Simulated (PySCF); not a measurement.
# Reading the logs of faulty runs: BCClH3Si

Calculated results; nothing here was measured. The program is PySCF 2.14.0, an open-source quantum chemistry code, run on an isolated molecule that a program drew, which may never have been made. The molecule is BCClH3Si (charge 0, doublet), drawn as the SMILES string `C=B[SiH]Cl`.

Each row is a Hartree-Fock (HF) and frozen-core CCSD(T) single point in the cc-pV(D+d)Z basis, meant for a local HF minimum. Run 1 is clean. Each other run has one planted mistake out of seven kinds, and not every kind appears here: one electron removed, one electron added, multiplicity raised by two, geometry at a saddle point, minimal basis STO-3G, one bond length entered in bohr, all coordinates scaled. The reference is restricted for singlets and unrestricted otherwise, and also for a bond in bohr. Adding or removing an electron swaps singlet and doublet. Electrons count all cores. HOMO and LUMO are orbital energies over both spins, the gradient is its largest component, and the lowest frequency (negative if imaginary) is given only where the gradient is small. Bond lengths are over the 6 bonds as drawn. T1 is the CCSD diagnostic: over 0.02 (restricted) or 0.045 (unrestricted) a single reference is doubtful.

Geometry of the clean run:
```xyz
7
BCClH3Si, angstrom
C    -1.5782   -0.4361    1.2205
B    -0.6501   -0.1240    0.2282
Si    0.7876    0.1468   -1.0792
Cl    0.2503   -0.1057   -3.0636
H    -2.4144    0.2138    1.4583
H    -1.5102   -1.3490    1.8042
H     1.5366    1.4105   -0.9793
```

| run | electrons | basis functions | <S^2> | HOMO (eV) | LUMO (eV) | gradient (hartree/bohr) | lowest frequency (cm^-1) | mean bond (Å) | longest bond (Å) | T1 | HF (hartree) | CCSD(T) (hartree) | mistake |
|---|---|---|---|---|---|---|---|---|---|---|---|---|---|
| 1 | 45 | 89 | 0.841 | -8.92 | 0.29 | 3.6e-05 | 110 | 1.5118 | 2.071 | 0.0280 | -812.69800 | -813.18385 | no fault |
| 2 | 45 | 89 | 1.547 | -8.45 | 0.71 | 5.1e-05 | -401 | 1.5145 | 2.069 | 0.0489 | -812.67364 | -813.14759 | geometry at a saddle point |
| 3 | 45 | 89 | 1.127 | -8.76 | 0.08 | 4.5e-02 | - | 1.6388 | 2.245 | 0.0512 | -812.65985 | -813.15170 | ? |
| 4 | 44 | 89 | 0.000 | -14.11 | -7.35 | 4.9e-02 | - | 1.5118 | 2.071 | 0.0226 | -812.38962 | -812.87555 | ? |

**Which mistake was planted in run 3, and what did it cost?**

The mean and the longest bond both change by the same factor, 1.084, and the gradient is no longer small. So the mistake is: all coordinates scaled. Subtracting run 1 and multiplying by 627.51 kcal/mol a hartree, the energy moved by 23.9 kcal/mol in HF and 20.2 kcal/mol in CCSD(T).

**Which mistake was planted in run 4, and what did it cost?**

It counts 44 electrons, one fewer than the clean run, at the same geometry and basis. So the mistake is: one electron removed. Subtracting run 1 and multiplying by 627.51 kcal/mol a hartree, the energy moved by 193.5 kcal/mol in HF and 193.5 kcal/mol in CCSD(T).

Cautions from the logs. Run 2: T1 is over the limit, so its CCSD(T) energy is less reliable; run 3: T1 is over the limit, so its CCSD(T) energy is less reliable; run 4: T1 is over the limit, so its CCSD(T) energy is less reliable.
